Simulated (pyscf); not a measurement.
`[Cl][GeH]([Cl])[Cl]`, singlet

Gas-phase minimum from PySCF at ωB97X-D3(BJ)/def2-SVP, one conformer. 

SMILES: [Cl][GeH]([Cl])[Cl]
```xyz
5

Cl     0.7551     1.4148    -0.8127
Ge     0.8264    -0.4657     0.1821
Cl     1.0570    -0.1049     2.2672
Cl    -1.0381    -1.4474    -0.1201
H      1.9730    -1.3122    -0.3481
```

Bonds (Å): Cl1–Ge2 2.129, Ge2–Cl3 2.129, Ge2–Cl4 2.129, Ge2–H5 1.521. Bond angles (°): Cl1–Ge2–Cl3 108.2, Cl1–Ge2–Cl4 108.2, Cl1–Ge2–H5 110.7, Cl3–Ge2–Cl4 108.2, Cl3–Ge2–H5 110.7, Cl4–Ge2–H5 110.7.

Properties at ωB97X-D3(BJ)/def2-SVP:

```
Quantity                                                                                                                                                           Value
---------------------------------------------------------------------------------------------------------------------  -------------------------------------------------
Harmonic wavenumbers, unscaled                                                                                         146, 146, 182, 433, 471, 471, 733, 733, 2268 cm⁻¹
Zero-point energy                                                                                                                                           8.0 kcal/mol
Rotational symmetry number                                                                                                                                             3
Entropy of this conformer at 298 K and 1 atm, rigid rotor and harmonic oscillator, modes under 100 cm⁻¹ raised to 100                                    328.0 J/(mol K)
Dipole moment                                                                                                                                                     1.59 D
```

Single-point totals, which compare only within one level (frozen core for MP2 and CC):

```csv
level,total energy (hartree)
ωB97X-D3(BJ)/def2-TZVP,-3458.35379
PBE/def2-TZVP,-3457.49746
r²SCAN/def2-TZVP,-3458.28045
B3LYP-D3(BJ)/def2-TZVP,-3458.47561
PBE0-D3(BJ)/def2-TZVP,-3457.66955
M06-2X/def2-TZVP,-3458.34308
ωB97M-D3(BJ)/def2-TZVP,-3458.54888
HF/def2-TZVPP,-3454.62650
MP2/def2-TZVPP,-3455.43638
CCSD/def2-TZVPP,-3455.48117
CCSD(T)/def2-TZVPP,-3455.51749
```

The CCSD(T) − MP2 part came from Ansatz, without density fitting, on the same reference. The frozen core leaves the outer d or s,p core shells of the metals and heavy elements correlated in the MP2 and CC values, and def2-TZVPP describes them poorly, so these totals are far from the basis limit. Elements up to Kr have no core potential and no relativistic terms here.
